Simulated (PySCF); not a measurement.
Can point charges reproduce the dipole moment of `N#Cc1cc(O[SiH3])ccc1`?

Coordinates (GFN2-xTB, Å) and charges (e) from the PBE0/pcSseg-1 density (PySCF):

```tsv
atom	x	y	z	Mulliken	IAO	Hirshfeld	ESP-fitted
N1	-2.638	2.212	-2.153	-0.2408	-0.2389	-0.2198	-0.4692
C2	-2.133	1.504	-1.407	+0.1490	+0.1420	+0.0783	+0.4145
C3	-1.512	0.624	-0.490	-0.2573	-0.0388	+0.0091	+0.0083
C4	-2.289	-0.107	0.408	+0.0398	-0.1491	-0.0419	-0.2561
C5	-1.666	-0.971	1.289	-0.0595	-0.1379	-0.0363	-0.0470
C6	-0.290	-1.109	1.284	-0.0914	-0.1674	-0.0513	-0.3530
C7	0.491	-0.378	0.387	+0.3256	+0.2207	+0.0885	+0.5453
O8	1.821	-0.553	0.420	-0.6339	-0.5801	-0.1886	-0.4703
Si9	3.069	0.039	-0.448	+0.6663	+0.8653	+0.3992	+0.6023
C10	-0.125	0.493	-0.502	-0.0405	-0.1894	-0.0566	-0.3800
H11	-3.362	0.006	0.403	+0.0948	+0.1700	+0.0606	+0.1850
H12	-2.256	-1.545	1.987	+0.1028	+0.1654	+0.0606	+0.1502
H13	0.204	-1.783	1.966	+0.1046	+0.1710	+0.0579	+0.1907
H14	3.159	1.491	-0.287	-0.0946	-0.1404	-0.0737	-0.1128
H15	2.903	-0.283	-1.866	-0.0947	-0.1401	-0.0736	-0.1126
H16	4.146	-0.691	0.197	-0.0871	-0.1167	-0.0678	-0.0924
H17	0.471	1.062	-1.199	+0.1168	+0.1644	+0.0553	+0.1970
```

Q: Form Σ q r in debye for every column and set it beside the full dipole.

A: The full density gives (2.49, -2.35, 2.29) D, 4.12 D in size; dipole vectors point from the negative to the positive end.

| scheme | μx | μy | μz | size (D) | share of the full size (%) | angle to the full dipole (°) |
| --- | --- | --- | --- | --- | --- | --- |
| Mulliken | 1.86 | -1.70 | 1.60 | 2.99 | 73 | 2 |
| IAO | 2.74 | -1.44 | 1.17 | 3.31 | 80 | 19 |
| Hirshfeld | 2.27 | -1.86 | 1.78 | 3.43 | 83 | 4 |
| ESP-fitted | 2.50 | -2.35 | 2.28 | 4.12 | 100 | 0 |

Q: Which set comes closest?

A: Length of the difference vector: ESP-fitted 0.01 D, Hirshfeld 0.74 D, Mulliken 1.14 D, IAO 1.46 D. Closest: ESP-fitted. 

Q: What is left for the Hirshfeld atoms' own dipoles?

A: The Hirshfeld atoms' densities add up to the full density, so μ = Σ q r + Σ (atomic dipoles). The atomic dipoles sum to (2.49, -2.35, 2.29) − (2.27, -1.86, 1.78) = (0.22, -0.49, 0.51) D, 0.74 D in size.

Q: With the origin at the mean of the coordinates, (0.000, 0.001, -0.001) Å, which are the largest single terms, by size, of the ESP-fitted dipole along the direction of the full one?

A: N1 +9.13, C2 -5.83, Si9 +4.59, O8 -3.73, H13 +2.05 D; all 17 atoms together +4.12 D. The single terms depend on the origin, their sum doesn't.

Q: Give the size of the full dipole in other units.

A: 4.12 D = 1.621 au = 0.858 e·Å = 13.75 × 10⁻³⁰ C·m.

The structure is a single GFN2-xTB conformer in the gas phase; no vibrational or solvent corrections.

The values belong to the conformer `[N:1]#[C:2][c:3]1[cH:4][cH:5][cH:6][c:7]([O:8][SiH3:9])[cH:10]1`: C6–C7–O8–Si9 178°.
